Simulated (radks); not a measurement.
The numbers below are computed, except where a source is named.
Q: Ionisation of neutral scandium, [Ar] 3d1 4s2, to Sc+, [Ar] 3d1 4s1, under several functionals. Scalar-relativistic Kohn-Sham, spin-polarised, spherical densities, finite nucleus; open shells are filled with parallel spins first; a radial shooting solver on a logarithmic mesh with Libxc functionals. The NIST Atomic Spectra Database gives 6.561 eV (measured). Rank these functionals by the error of their Delta-SCF ionisation energy: SOGGA; r2SCAN; exchange-only B88; SCAN; LDA (Slater exchange, VWN5 correlation); AM05; exchange-only LDA; HCTH/407; exchange-only r2SCAN; B86b exchange with PBE correlation.

A: From best to worst: LDA (Slater exchange, VWN5 correlation) 6.642 eV (+0.080); B86b exchange with PBE correlation 6.464 eV (-0.098); AM05 6.350 eV (-0.211); SOGGA 6.291 eV (-0.271); SCAN 6.202 eV (-0.360); r2SCAN 6.185 eV (-0.376); HCTH/407 7.030 eV (+0.469); exchange-only B88 5.607 eV (-0.954); exchange-only LDA 5.428 eV (-1.134); exchange-only r2SCAN 5.292 eV (-1.270). Open shells are spherical and high-spin; term and fine-structure splittings are not resolved.
